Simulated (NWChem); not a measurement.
## Br2Ge

```xyz
3

Ge     0.0000     0.0000    -1.0199
Br    -1.8473     0.0000     0.4663
Br     1.8473     0.0000     0.4663
```
Charge 0, spin multiplicity 1.

The numbers come from NWChem runs, not from measurements. All single points use one geometry, from B3LYP/def2-SVP, a minimum by its harmonic frequencies.

Symmetry labels belong to the abelian group C2v used in the runs, with the axes of the coordinates shown.

The Hamiltonian is non-relativistic. The structure started from a generated list of species.

Task: List the lowest 4 singlet excitations that CIS/def2-SVP gives, with oscillator strengths.

Result: 
```json
[
 {"state": "1", "symmetry": "b2", "energy (eV)": "3.80", "wavelength (nm)": "327", "f": "0.040"},
 {"state": "2", "symmetry": "a2", "energy (eV)": "5.24", "wavelength (nm)": "237", "f": "0.000"},
 {"state": "3", "symmetry": "b1", "energy (eV)": "5.85", "wavelength (nm)": "212", "f": "0.017"},
 {"state": "4", "symmetry": "a1", "energy (eV)": "6.29", "wavelength (nm)": "197", "f": "0.021"}
]
```
